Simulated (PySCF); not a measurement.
A geometry optimisation on `CCCS(=O)(=O)Cl`.

Method: PBE0-D3(BJ)/def2-SVP geometry optimisation, gas phase (PySCF 2.14.0). Start geometry: GFN2-xTB. The command runs a driver script over a list of jobs; the input below is this job's line of settings and its coordinates in Å.

Command:
```bash
OMP_NUM_THREADS=1 python probes_run.py task.json out
```

Input:
```
{"job": {"xc": "PBE0", "basis": "def2-SVP", "d3": "d3bj", "grid": 1, "kind": "geom"}, "charge": 0, "multiplicity": 1}
C      1.520884     0.660552     0.431274
C      0.716938     0.103254    -0.737084
C     -0.269809    -0.950843    -0.295099
S     -1.688779    -0.169831     0.501519
O     -2.659747    -1.162957     0.829263
O     -1.315971     0.773389     1.504177
Cl    -2.466836     0.907503    -1.049646
H      2.110286    -0.125102     0.899123
H      0.859231     1.090956     1.176366
H      2.200197     1.433520     0.081964
H      0.168661     0.909103    -1.228846
H      1.397526    -0.330772    -1.474476
H      0.133591    -1.626818     0.453901
H     -0.706848    -1.512426    -1.114604
```

Output:
```
step   0  E = -1126.26173067  max force = 0.024550
step   1  E = -1126.26689014  max force = 0.009126
step   2  E = -1126.26767715  max force = 0.005289
step   3  E = -1126.26788125  max force = 0.003081
step   4  E = -1126.26796127  max force = 0.001085
step   5  E = -1126.26797123  max force = 0.000725
step   6  E = -1126.26798472  max force = 0.001403
step   7  E = -1126.26799930  max force = 0.002098
step   8  E = -1126.26801091  max force = 0.002420
step   9  E = -1126.26801490  max force = 0.001508
step  10  E = -1126.26802273  max force = 0.000711
step  11  E = -1126.26803080  max force = 0.001293
step  12  E = -1126.26804601  max force = 0.001027
step  13  E = -1126.26805985  max force = 0.000386
optimisation converged
```

Energies in Eh; «max force» is the largest Cartesian gradient component in Eh/bohr.

**Question.** How much energy does the optimisation release, in kJ/mol?

**Answer.** E(step 0) − E(last step) = 0.006329 Eh, which is 16.6 kJ/mol.

**Question.** Give the first gradient maximum in eV/Å.

**Answer.** With 1 Eh/bohr = 51.422 eV/Å, 1.262 eV/Å.

Main results: final energy -1126.26806 Eh after 13 steps; dipole 4.08 D.

**Question.** Give the final coordinates.

**Answer.** 0.122 Å rms from the input after alignment:
```
atom  x, y, z in Å
C1    -3.3935    3.5206   -1.1723
C2    -4.1714    2.7956   -2.2590
C3    -5.0726    1.6781   -1.7674
S4    -6.5451    2.1925   -0.8830
O5    -7.3345    1.0185   -0.5844
O6    -6.2290    3.1727    0.1342
Cl7   -7.5389    3.2189   -2.4322
H8    -2.7915    2.8153   -0.5777
H9    -4.0641    4.0525   -0.4843
H10   -2.7053    4.2529   -1.6182
H11   -4.7766    3.5021   -2.8501
H12   -3.4740    2.3289   -2.9743
H13   -4.5788    1.0223   -1.0299
H14   -5.4713    1.0494   -2.5763
```

Hardware: an Arm Neoverse V1 with one thread, no GPU, shared host with 32 logical CPUs at a one-minute load of 18. Cost: 2.1 min wall, 0.61 GiB resident at most.
Labels such as C1 count atoms from 1, the log's own numbers from 0.
